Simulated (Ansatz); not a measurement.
Computed with Ansatz on PBE0-D4/def2-TZVP structures; ΔE is electronic, products minus reactants. CBS: MP2 limit from def2 TZ/QZ plus the TZ coupled-cluster correction, frozen cores. Functionals use def2-TZVPP. B3LYP here is the variant with VWN-RPA as its local correlation; programs differ in this. HSE06 is defined as in plane-wave codes. For Ge, Se outer-core shells are correlated without core-valence functions, which leaves a few kJ/mol of doubt a bond. Scalar relativity is left out up to krypton. One conformer a species, not always the lowest.

Consider the redistribution: `[SeH][SiH2][SeH]` + `[OH][GeH]([F])[SH]` → `[OH][GeH]([SH])[SeH]` + `F[SiH2][SeH]`.

```tsv
level	ΔE (kJ/mol)	difference from CCSD(T)/CBS
LDA (SPW92)	-59.1	3.2
revPBE-D4	-54.2	8.1
BLYP-D4	-61.9	0.4
r2SCAN-D4	-58.9	3.4
B97M-V	-56.8	5.5
PBE0-D4	-57.4	4.9
B3LYP-D4	-62.8	-0.5
r2SCANh-D4	-59.4	2.9
r2SCAN0-D4	-60.1	2.2
HSE06-D4	-57.4	4.9
BHLYP-D4	-64.3	-2.0
CAM-B3LYP-D4	-62.2	0.1
ωB97X-V	-56.9	5.4
ωB97M-V	-60.5	1.8
B2PLYP	-62.2	0.1
PBE-QIDH	-59.2	3.1
PBE	-55.7	6.6
revPBE	-54.1	8.2
BLYP	-61.5	0.8
r2SCAN	-58.8	3.5
PBE0	-57.2	5.1
B3LYP	-62.4	-0.1
r2SCANh	-59.3	3.0
HSE06	-57.1	5.2
BHLYP	-63.8	-1.5
LC-ωPBE	-54.2	8.1
RPA@PBE/def2-TZVPP	-60.9	1.4
HF/def2-SVP	-49.1	13.2
MP2/def2-SVP	-45.8	16.5
CCSD/def2-SVP	-45.5	16.8
CCSD(T)/def2-SVP	-45.2	17.1
HF/def2-TZVPP	-61.7	0.6
SCS-MP2/def2-TZVPP	-61.7	0.6
CCSD/def2-TZVPP	-61.6	0.7
CCSD(T)/def2-TZVPP	-61.0	1.3
HF/def2-QZVPP	-61.7	0.6
MP2/def2-QZVPP	-63.3	-1.0
HF/CBS(def2)	-61.7	0.6
MP2/CBS(def2)	-63.9	-1.6
CCSD/CBS(def2)	-62.9	-0.6
CCSD(T)/CBS	-62.3	0
```

Largest T1 diagnostic among the species: 0.012.

Leaving LDA and LC-ωPBE aside and taking each functional with its dispersion term where it has one, the values spread over 10.1 kJ/mol, from BHLYP-D4 to revPBE-D4. LDA lies −3.4 kJ/mol from PBE without D4. At CCSD(T), def2-SVP lies +17.1 kJ/mol from the extrapolated value and def2-TZVPP +1.3 kJ/mol.
